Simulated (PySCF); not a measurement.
Species: C7H13 (doublet state).
Z-matrix (Å and degrees, GFN2-xTB geometry), rows numbered from 1:
```
C 
C   1  1.4730
C   2  1.5294  1  110.68
C   2  1.5645  1  110.53  3  -122.50
C   4  1.5252  2  106.02  1  -132.26
C   5  1.5235  4  102.94  2    35.04
C   6  1.5250  5  102.89  4   -42.94
H   1  1.0736  2  119.75  3  -174.07
H   1  1.0721  2  121.75  3     8.15
H   3  1.0881  2  110.38  1   -56.45
H   3  1.0879  2  110.56  1  -176.50
H   3  1.0882  2  110.37  1    63.31
H   4  1.0910  2  109.50  1   -13.85
H   4  1.0887  2  110.78  1   105.15
H   5  1.0914  4  110.28  2   -82.01
H   5  1.0896  4  112.35  2   156.86
H   6  1.0911  5  109.77  4    74.53
H   6  1.0897  5  112.98  4  -164.27
H   7  1.0896  2  111.38  1   -17.26
H   7  1.0906  2  108.95  1  -136.29
```

The hyperfine couplings belong to this conformer and change with its torsions.

Identity: `[CH2]C1(C)CCCC1` [radical].

The calculation used PySCF, UKS B3LYP, pcH-1 on C H, non-relativistic, mean-field spin-orbit, GIAO. One conformer (not necessarily the lowest) at the GFN2-xTB geometry, without solvent, vibrations or thermal averaging. The geometry wasn't refined by DFT: couplings that depend on bond lengths, twists or pyramidal angles can differ widely from those at the functional's own minimum. No stability test was run, so a lower SCF solution isn't excluded.

**Question.** Where do the isotropic ENDOR lines of C1, C4/C7, C2, C3, H8/H9, H14/H20, H15/H18, H16/H17, H13/H19 and H10/H11/H12 fall at 337.2 mT, to first order?

**Answer.** ν± = |νn ± a/2|, one line for each electron-spin manifold; νn = |g_N| × 7.62259 MHz/T × B.

| nuclei | isotope | g_N | νn (MHz) | a_iso (MHz) | lower line (MHz) | upper line (MHz) |
| --- | --- | --- | --- | --- | --- | --- |
| C1 | 13C | 1.4048 | 3.61 | 88.75 | 40.77 | 47.99 |
| C4/C7 | 13C | 1.4048 | 3.61 | 54.93 | 23.86 | 31.08 |
| C2 | 13C | 1.4048 | 3.61 | -30.87 | 11.82 | 19.05 |
| C3 | 13C | 1.4048 | 3.61 | 2.15 | 2.54 | 4.69 |
| H8/H9 | 1H | 5.5857 | 14.36 | -63.32 | 17.30 | 46.02 |
| H14/H20 | 1H | 5.5857 | 14.36 | 3.65 | 12.53 | 16.18 |
| H15/H18 | 1H | 5.5857 | 14.36 | 2.56 | 13.08 | 15.64 |
| H16/H17 | 1H | 5.5857 | 14.36 | 2.41 | 13.15 | 15.56 |
| H13/H19 | 1H | 5.5857 | 14.36 | 2.00 | 13.36 | 15.36 |
| H10/H11/H12 | 1H | 5.5857 | 14.36 | -1.71 | 13.50 | 15.21 |

The rows for 13C, of low natural abundance, apply to labelled samples.

**Question.** Which pairs are centred on the nuclear Larmor frequency, and which on half the coupling?

**Answer.** Centred on νn, since |a| < 2νn: C3, H14/H20, H15/H18, H16/H17, H13/H19 and H10/H11/H12. Centred on |a|/2 and split by 2νn: C1, C4/C7, C2 and H8/H9.

Nuclei that the bonding pattern makes equivalent are averaged, as if the motion that swaps them (rotation, inversion, ring flip) were fast. The 13C value of +54.9 MHz is a mean of couplings from 48.2 to 61.6 MHz in this one geometry, not an average over conformers. The 1H value of +3.6 MHz is a mean of couplings from -0.7 to 8.0 MHz in this one geometry, not an average over conformers.

The largest Mulliken spin populations are on C1 (+1.08) and C2 (-0.09). No atom but C1 exceeds +0.15. The positive populations add up to 1.18 and the negative ones to -0.18, together 2S = 1. The angles at C1 add up to 360.0°, so it is planar; its axial dipolar tensor and the negative couplings of its protons fit spin in a p orbital normal to that plane.
